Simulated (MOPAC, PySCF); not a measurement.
CH5NS3, SMILES `C(S)(S)(N)S`, neutral singlet in the gas phase. 

Cartesian coordinates (Å):
SMILES: SC(N)(S)S
```xyz
10

N     -1.4303    -0.1038    -0.3975
C     -0.0630    -0.0111     0.0048
S      0.1520    -0.6989     1.7044
S      0.8437    -0.9375    -1.2767
S      0.4372     1.7285     0.1391
H     -1.7712    -1.0572    -0.3541
H     -2.0154     0.5106     0.1533
H      1.4656    -0.4519     1.8400
H      2.0208    -0.9712    -0.6348
H      0.3607     1.9923    -1.1786
```
Charge 0, multiplicity 1.

All levels are single points at this geometry (PBE0-D4/def2-TZVP); Pople sets use spherical d functions. Orbital energies aren't observables, and empty levels follow the basis.

BP86/6-31G* in PySCF gives gap (eV) = 3.97.

### Question
Estimate the gap (eV) from each of these levels: B3LYP-D3(BJ)/def2-TZVP in PySCF; PBE-D3(BJ)/def2-TZVP in PySCF; PBE0-D4/def2-TZVP in PySCF; B3LYP/6-31G* in PySCF; B3LYP/LANL2DZ in PySCF; M06-2X/6-31G* in PySCF; PBE/6-31G* in PySCF; SVWN5/6-31G* in PySCF; HF/6-31G* in PySCF; HF/STO-3G in PySCF; AM1 in MOPAC; PM3 in MOPAC.

### Answer

```tsv
level	gap (eV)
B3LYP-D3(BJ)/def2-TZVP in PySCF	5.57
PBE-D3(BJ)/def2-TZVP in PySCF	3.85
PBE0-D4/def2-TZVP in PySCF	6.04
B3LYP/6-31G* in PySCF	5.74
B3LYP/LANL2DZ in PySCF	6.09
M06-2X/6-31G* in PySCF	8.24
PBE/6-31G* in PySCF	3.97
SVWN5/6-31G* in PySCF	3.87
HF/6-31G* in PySCF	12.84
HF/STO-3G in PySCF	17.23
AM1 in MOPAC	8.80
PM3 in MOPAC	8.22
```
